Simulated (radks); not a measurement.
Effect of the nuclear size on neutral scandium, [Ar] 3d1 4s2. Calculated with a radial shooting solver on a logarithmic mesh with Libxc functionals: Dirac Kohn-Sham, exchange-only LDA, spin-unpolarised, spherical densities, finite nucleus; open shells fill j = l - 1/2 first; Fermi nuclear charge, rms radius 3.5459 fm. The rms radius is varied about that value; shifts are against it.

rms radius (fm) = 2.975: total energy shift (eV) -0.0114; density at nucleus (e/bohr^3) 7248; 1s1/2 shift (meV) -4.83; 2s1/2 shift (meV) -0.391; 3s1/2 shift (meV) -0.049
rms radius (fm) = 3.4218: total energy shift (eV) -0.00265; density at nucleus (e/bohr^3) 7219; 1s1/2 shift (meV) -1.12; 2s1/2 shift (meV) -0.091; 3s1/2 shift (meV) -0.011
rms radius (fm) = 3.5459: total energy shift (eV) 0; density at nucleus (e/bohr^3) 7212; 1s1/2 shift (meV) 0.000; 2s1/2 shift (meV) 0.000; 3s1/2 shift (meV) 0.000
rms radius (fm) = 3.7941: total energy shift (eV) 0.00558; density at nucleus (e/bohr^3) 7198; 1s1/2 shift (meV) 2.36; 2s1/2 shift (meV) 0.191; 3s1/2 shift (meV) 0.024
rms radius (fm) = 4.1381: total energy shift (eV) 0.0139; density at nucleus (e/bohr^3) 7181; 1s1/2 shift (meV) 5.88; 2s1/2 shift (meV) 0.475; 3s1/2 shift (meV) 0.059

Slopes of the eigenvalues against <r^2> in GHz/fm^2, as finite differences over the two radii next to the reference (eigenvalue slopes, not the field-shift constants of lines): 1s1/2 313, 2s1/2 25.3, 3s1/2 3.14.
